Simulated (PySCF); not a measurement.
CHS2, SMILES [SH+]=C=S, charge +1. Coordinates come from a B3LYP-D3(BJ)/def2-TZVP optimisation. The isomer is the one that the SMILES or the coordinates give; other isomers of the formula were not compared.

TDA-PBE0/def2-SVPD (PySCF) puts the lowest singlet excitations at 3.46, 5.02, 5.89, 6.33, 7.13, 7.33 eV.

Problem. What are the lowest excitation roots from ADC(2)/aug-cc-pVDZ (PySCF)? (The exact figures need the calculation; the answer reports its results.)

Solution. 3.80, 5.07, 6.41, 7.00, 7.15, 7.39 eV. S1 differs by 0.34 eV (second minus first; roots are paired by order, and the bases may differ).
